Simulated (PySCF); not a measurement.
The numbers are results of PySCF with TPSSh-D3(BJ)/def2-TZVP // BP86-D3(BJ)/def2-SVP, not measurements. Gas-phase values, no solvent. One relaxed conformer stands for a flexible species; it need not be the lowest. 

Reference species: [Sc(Cl)3] (neutral, multiplicity 1).

- charge on the central atom (meta-Löwdin) = 1.24 e
- HOMO–LUMO gap = 4.86 eV
- HOMO = -8.53 eV

After one change: the charge on the central atom (meta-Löwdin) decreases by 0.05 e; the HOMO–LUMO gap falls by 0.35 eV; the HOMO rises by 2.76 eV.

Problem. What was changed between the two runs? The new species is one of these.
A. [Sc(Cl)2(NH2)]
B. [Sc(NH2)3]
C. [Sc(Cl)(NH2)2]

Solution. B, [Sc(NH2)3]
